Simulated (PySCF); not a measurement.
A PySCF script (with the pyscf-properties extension) for the NMR shieldings of SMILES C#C[Si@@H]1CCN[Si@@H]1SC, C5H11NSSi2, on a GFN2-xTB geometry:

```python
import basis_set_exchange as bse
import numpy as np
from pyscf import gto, dft
from pyscf.prop import nmr

atoms = """
C    -1.606041    2.781667    0.557808
C    -1.323620    1.851212   -0.151399
Si   -0.799153    0.397772   -1.173867
C    -1.927056   -1.105289   -0.811847
C    -1.360626   -1.864288    0.386075
N     0.079719   -2.018822    0.266293
Si    1.038198   -0.744681   -0.369767
S     2.232726    0.217084    1.161568
C     2.953486    1.536755    0.141488
H    -1.867718    3.598256    1.168187
H    -0.880264    0.799842   -2.585483
H    -1.920275   -1.763367   -1.681998
H    -2.964332   -0.841207   -0.613404
H    -1.807022   -2.863944    0.443470
H    -1.626114   -1.331195    1.311315
H     0.455487   -2.660517    0.945721
H     2.021460   -1.358753   -1.272061
H     3.632898    2.094398    0.777245
H     3.499838    1.098824   -0.688436
H     2.163261    2.186933   -0.223641
"""
names = dict.fromkeys(["C", "Si", "N", "S", "H"], "pcSseg-1")
basis = {el: gto.basis.parse(bse.get_basis(n, elements=[el], fmt="nwchem")) for el, n in names.items()}
mol = gto.M(atom=atoms, basis=basis, charge=0, verbose=0)
mf = dft.RKS(mol, xc="PBE0")
mf.grids.level = 2
mf.grids.alignment = dft.numint.BLKSIZE   # the property module wants whole blocks of grid points
mf.conv_tol = 1e-9
mf.kernel()

calc = nmr.RKS(mf)   # GIAO
C = mf.mo_coeff
Co = C[:, mf.mo_occ > 0]
resp = mf.gen_response(singlet=True, hermi=2)
def vind(x):   # induced exchange potential for any number of trial vectors
    d = np.einsum("pi,xij,qj->xpq", C, 2 * x.reshape(-1, C.shape[1], Co.shape[1]), Co, optimize=True)
    return np.einsum("xpq,pi,qj->xij", resp(d - d.transpose(0, 2, 1)), C, Co, optimize=True).ravel()
mo1, _ = nmr.rhf.solve_mo1(calc, with_cphf=vind)
sigma = calc.kernel(mo1)
for i, s in enumerate(sigma):   # ppm
    w = np.linalg.eigvalsh((s + s.T) / 2)
    print("%2d %-2s iso %8.1f  s11 %8.1f  s22 %8.1f  s33 %8.1f" % (i, mol.atom_pure_symbol(i), w.mean(), *w))
```

Task: Give the expected output.

Result: 
```
 0 C  iso     79.9  s11     -5.7  s22     -2.8  s33    248.2
 1 C  iso    101.8  s11      3.5  s22     11.6  s33    290.3
 2 Si iso    414.9  s11    386.4  s22    411.5  s33    446.7
 3 C  iso    167.5  s11    155.9  s22    167.7  s33    178.8
 4 C  iso    140.6  s11    117.2  s22    134.7  s33    169.9
 5 N  iso    220.0  s11    188.0  s22    202.9  s33    269.3
 6 Si iso    358.6  s11    308.1  s22    361.6  s33    406.0
 7 S  iso    696.4  s11    590.9  s22    637.4  s33    861.0
 8 C  iso    175.9  s11    163.4  s22    172.8  s33    191.5
 9 H  iso     29.7  s11     24.2  s22     24.7  s33     40.2
10 H  iso     27.2  s11     23.4  s22     25.2  s33     33.1
11 H  iso     30.6  s11     25.4  s22     28.1  s33     38.3
12 H  iso     30.2  s11     25.6  s22     27.7  s33     37.5
13 H  iso     28.1  s11     21.9  s22     27.1  s33     35.4
14 H  iso     28.2  s11     23.8  s22     26.7  s33     34.2
15 H  iso     30.8  s11     21.3  s22     29.3  s33     41.8
16 H  iso     26.0  s11     21.2  s22     25.0  s33     31.7
17 H  iso     29.7  s11     23.9  s22     26.6  s33     38.6
18 H  iso     29.9  s11     24.5  s22     27.4  s33     37.7
19 H  iso     29.9  s11     23.3  s22     29.6  s33     36.8
```

These numbers come from an equivalent density-fitted implementation of the same equations, which agrees with the script to about 0.01 ppm for H and up to a few tenths of a ppm for heavy atoms, so last digits may differ.

Task: Turn these shieldings into chemical shifts. Scale: TMS for 13C (186.93 ppm), 29Si (349.16 ppm), 1H (31.72 ppm); 15N (267.73 ppm) vs NH3; CS2 for 33S (503.73 ppm) (reference shieldings calculated alike).

Result: Averaging equivalent atoms: C 0: 107.0; C 1: 85.1; C 4: 46.3; C 3: 19.5; C 8: 11.0; Si 6: -9.4; Si 2: -65.7; N 5: 47.7; S 7: -193; H 16: 5.75; H 10: 4.49; H 13: 3.58; H 14: 3.47; H 9: 2.02; H 17/18/19: 1.91; H 12: 1.47; H 11: 1.08; H 15: 0.94 ppm. Experimental scales use liquid or dissolved standards, which lie at an offset from isolated NH3 (liquid NH3: subtract about 20 ppm).

Size and cost of the density-fitted run: 229 basis functions, 2.6 min wall time on 1 thread of an Intel Xeon, shared host; peak memory 1.1 GiB.
